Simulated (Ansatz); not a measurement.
Energy needed to pull apart BHSeO (SMILES B1O[Se]1), singlet, into free ground-state atoms, from the structure below (displaced at random from a GFN2-xTB minimum); no zero-point or spin–orbit terms; open-shell atoms are treated unrestricted, in their ground-state multiplicity.

B1  (-0.240, 0.244, -0.140)
O2  (-0.491, -0.934, 0.202)
Se3  (1.424, -0.472, 0.434)
H4  (-0.716, 1.244, -0.564)
(Å)

Program: Ansatz 0.2.0. Basis: def2-TZVPP. Cores are frozen in the correlated methods. Filled d shells of the heavier atoms are correlated. The def2 sets are not built for correlating such inner shells, so the correlated values are less sure here.

| method | atomization energy (eV) |
| --- | --- |
| PBE-D4 | 14.86 |
| revPBE-D4 | 14.29 |
| r2SCAN-D4 | 14.36 |
| PBE0-D4 | ? |
| BHLYP-D4 | 13.20 |
| wB97M-V | 14.12 |
| HF | ? |
| MP2 | 14.25 |
| CCSD | 13.12 |
| CCSD(T) | 13.58 |

Problem. What does PBE0-D4 give? (Judge from chemistry; the value comes from the calculation.)

Solution. Computed: 14.15 eV, which is about 0.57 eV more than CCSD(T)/def2-TZVPP.

Problem. What does HF give? (To be estimated.)

Solution. By the calculation: 8.85 eV, which is about 4.73 eV less than CCSD(T)/def2-TZVPP.

In triple zeta the MP2 and coupled-cluster atomization energies are still short of their basis limit by a few kcal/mol a bond, whereas those of the functionals are nearly converged, so these differences are not deviations from converged CCSD(T).

No T1 diagnostic of these runs exceeds 0.016. The restricted Hartree–Fock reference is unstable towards an unrestricted one here.

For scale, one of the runs: CCSD(T)/def2-TZVPP forces, 124 basis functions (an equivalent command: `ansatz run in.yaml --threads 4`). Hardware: 4 CPU threads, shared host. Wall time 38 s; peak host memory 0.97 GiB.
